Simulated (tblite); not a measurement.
Species: C7H11NP2.
Atom-mapped SMILES: `[CH3:1][P:2]([CH2:3][PH2:4])[c:5]1[cH:6][cH:7][n:8][cH:9][cH:10]1` (hydrogens: H11, H12, H13 on C1; H14, H15 on C3; H16, H17 on P4; H18 on C6; H19 on C7; H20 on C9; H21 on C10)

Structure used (GFN2-xTB), in Å, numbered top down from 1:
```xyz
21
C7H11NP2 angstrom
C     -1.3181    1.9045   -0.6636
P     -1.1425    0.6802    0.7176
C     -2.0928   -0.7076   -0.0741
P     -2.2376   -2.2031    1.0306
C      0.5843    0.1741    0.3521
C      1.5763    1.1198    0.6097
C      2.8984    0.7885    0.3739
N      3.2813   -0.3966   -0.0719
C      2.3460   -1.3020   -0.2945
C      0.9916   -1.0758   -0.0999
H     -0.6712    2.7588   -0.4750
H     -1.0567    1.4554   -1.6215
H     -2.3504    2.2503   -0.6899
H     -3.1113   -0.3521   -0.2626
H     -1.6598   -0.9903   -1.0394
H     -1.0584   -1.9979    1.7494
H     -2.9796   -1.5542    2.0143
H      1.3122    2.0958    0.9918
H      3.6940    1.5003    0.5533
H      2.7002   -2.2614   -0.6497
H      0.2850   -1.8699   -0.2964
```

Computed with GFN2-xTB (tblite): harmonic, unscaled wavenumbers at the GFN2-xTB geometry, gas phase. This tight-binding method is rough: wavenumbers can miss measured ones by several per cent, in bad cases by 10 to 20. Modes of hydrogen on phosphorus can be 10 to 20 % off. One conformer, not necessarily the lowest.

Harmonic wavenumbers (cm⁻¹): 33.6, 53.5, 104.3, 136.7, 172.8, 182.3, 198.1, 234.0, 274.6, 303.2, 330.0, 382.9, 485.8, 625.5, 641.6, 679.4, 688.9, 698.1, 724.3, 753.4, 779.3, 850.7, 861.6, 884.1, 887.9, 894.9, 914.2, 922.8, 995.5, 1058.9, 1102.0, 1120.5, 1125.6, 1147.2, 1155.6, 1211.1, 1260.8, 1279.5, 1316.3, 1364.1, 1409.7, 1438.0, 1446.9, 1448.9, 1545.6, 1568.2, 2261.6, 2330.3, 2908.1, 2930.1, 2985.5, 3006.9, 3018.1, 3051.4, 3053.2, 3064.0, 3067.8.

A = 1549, B = 660.8, C = 506.2 MHz; mass 171.037 u (most abundant isotopes); point group C1, symmetry number 1.

Q: Zero-point energy?

A: Half the sum of the wavenumbers: 34685 cm⁻¹ = 99.17 kcal/mol.

Q: What is S at 298.15 K and 1 bar for an ideal gas of classical rigid rotors and harmonic oscillators?

A: Translation 41.34, rotation 30.81, vibration 35.37: S = 107.5 cal/(mol K).

Q: And Cp and H(298.15 K) − H(0)?

A: Cp = 44.50 cal/(mol K), of which vibrations give 36.55 (their classical limit is 57 R = 113.3); H(298.15 K) − H(0) = 7.87 kcal/mol without the zero-point energy, 5.50 from vibrations.

Q: How do the functions run with temperature in this model?

A: 
| T (K) | S (cal/(mol K)) | Cp (cal/(mol K)) | H − H(0) (kcal/mol) | G − H(0) (kcal/mol) | ln q(vib) |
| --- | --- | --- | --- | --- | --- |
| 50 | 62.2 | 14.1 | 0.53 | -2.58 | 0.81 |
| 100 | 74.2 | 21.1 | 1.42 | -6.01 | 2.29 |
| 373.15 | 118.5 | 53.4 | 11.54 | -32.67 | 10.85 |
| 500 | 135.9 | 66.0 | 19.15 | -48.82 | 14.76 |
| 750 | 166.2 | 83.0 | 37.96 | -86.71 | 22.18 |
| 1000 | 191.7 | 93.7 | 60.14 | -131.53 | 29.04 |

q(vib) and H(0) count from the zero-point level.

Q: What must be added to the electronic energy to get the Gibbs energy at 298.15 K and 1 bar?

A: ZPE + [H(298.15 K) − H(0)] − T·S = 99.17 + 7.87 − 32.06 = 74.98 kcal/mol.

Q: Which modes carry the vibrational entropy at 298.15 K?

A: 33.6 cm⁻¹: 5.60; 53.5 cm⁻¹: 4.68; 104.3 cm⁻¹: 3.37; 136.7 cm⁻¹: 2.85; 172.8 cm⁻¹: 2.40; 182.3 cm⁻¹: 2.30 cal/(mol K); the other 51 give 14.15 together.

Q: Blend soft modes into free rotors: weight 1/[1 + (100 cm⁻¹/ν̃)⁴] for the oscillator and the rest for a rotor with moment μB/(μ + B), μ = h/(8π²ν), B = 10⁻⁴⁴ kg m². What vibrational entropy results?

A: 32.30 cal/(mol K) in place of 35.37, which changes −T·S at 298.15 K by +0.92 kcal/mol.

Hindered rotation and anharmonicity are outside this model. Other conformers, if any are populated, would add a mixing term that is left out. The structure is chiral; the term R ln 2 for an equal mix with its mirror image is left out.
